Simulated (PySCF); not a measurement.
First SCF of a structure search on singlet TaCl₃, at a hand-made trigonal pyramidal geometry. PySCF input:

```python
from pyscf import gto, scf, dft
mol = gto.M(atom='''
Ta     0.000000     0.000000     0.000000
Cl     2.163200     0.000000     1.150200
Cl    -1.081600     1.873400     1.150200
Cl    -1.081600    -1.873400     1.150200''',
    basis={'Ta': 'def2-TZVP', 'Cl': 'def2-TZVP'},
    ecp={'Ta': 'def2-TZVP'},
    charge=0, spin=0)
mf = dft.RKS(mol, xc='PBE0')
mf.grids.atom_grid = (50, 194)
aux = {'Ta': 'def2-universal-JKFIT', 'Cl': 'def2-universal-JKFIT'}
mf = mf.density_fit(auxbasis=aux)
mf.conv_tol = 1e-08
mf.diis_space = 10
mf.max_cycle = 60
mf.init_guess = 'minao'
mf.verbose = 4
mf.kernel()
```

Excerpt of the output (cycles and frontier levels):

```
init E= -1418.08890085284
  HOMO = -0.35676438936787  LUMO = -0.348320365591667  gap/eV = 0.22977
cycle= 1 E= -1437.13813816955  delta_E=  -19  |g|= 0.663  |ddm|= 5.67
  HOMO = -0.0770263838395125  LUMO = -0.00661408507141034  gap/eV = 1.91602
cycle= 2 E= -1436.80271926968  delta_E= 0.335  |g|= 1.15  |ddm|= 2.17
  HOMO = -0.209781847098385  LUMO = -0.148774447053351  gap/eV = 1.66010
cycle= 3 E= -1437.238089556  delta_E= -0.435  |g|= 0.254  |ddm|= 1.68
  HOMO = -0.200033572685211  LUMO = -0.138263097769595  gap/eV = 1.68086
cycle= 4 E= -1437.25315424099  delta_E= -0.0151  |g|= 0.114  |ddm|= 0.276
  HOMO = -0.206658307487189  LUMO = -0.137254539922101  gap/eV = 1.88857
cycle= 5 E= -1437.25643132661  delta_E= -0.00328  |g|= 0.023  |ddm|= 0.12
  HOMO = -0.204054012693316  LUMO = -0.133683034707424  gap/eV = 1.91489
cycle= 6 E= -1437.25658601183  delta_E= -0.000155  |g|= 0.00533  |ddm|= 0.0263
  HOMO = -0.204265490653849  LUMO = -0.133466416159335  gap/eV = 1.92654
cycle= 7 E= -1437.25659537196  delta_E= -9.36e-06  |g|= 0.00106  |ddm|= 0.00935
  HOMO = -0.204330446896026  LUMO = -0.133411981386309  gap/eV = 1.92979
cycle= 8 E= -1437.25659642024  delta_E= -1.05e-06  |g|= 0.000647  |ddm|= 0.00481
  HOMO = -0.204282956493293  LUMO = -0.133296366914909  gap/eV = 1.93164
cycle= 9 E= -1437.25659668904  delta_E= -2.69e-07  |g|= 0.000228  |ddm|= 0.00259
  HOMO = -0.204268566132363  LUMO = -0.133249012867022  gap/eV = 1.93254
cycle= 10 E= -1437.25659672496  delta_E= -3.59e-08  |g|= 5.82e-05  |ddm|= 0.00136
  HOMO = -0.204261465220605  LUMO = -0.133242111386159  gap/eV = 1.93254
cycle= 11 E= -1437.25659672609  delta_E= -1.13e-09  |g|= 6.95e-06  |ddm|= 9.81e-05
  HOMO = -0.204261693516695  LUMO = -0.133243067034401  gap/eV = 1.93252
Extra cycle  E= -1437.25659672614  delta_E= -4.91e-11  |g|= 4.69e-06  |ddm|= 2.39e-05
converged SCF energy = -1437.25659672614
```

No lower solution of this spin was found from smeared starts or by a stability analysis within the restricted form, which does not test spin polarisation.

At the minimum of this search the closed-shell solution is unstable towards spin polarisation, so a lower open-shell solution exists. With an element this heavy the missing spin–orbit coupling can shift these numbers.

The search for the lowest solution, 3 starts and the stability check together, took 9.3 s on 4 threads of a shared Intel Xeon 6975P-C (Granite Rapids) host, with 151 basis functions; the process peaked at 0.64 GiB.
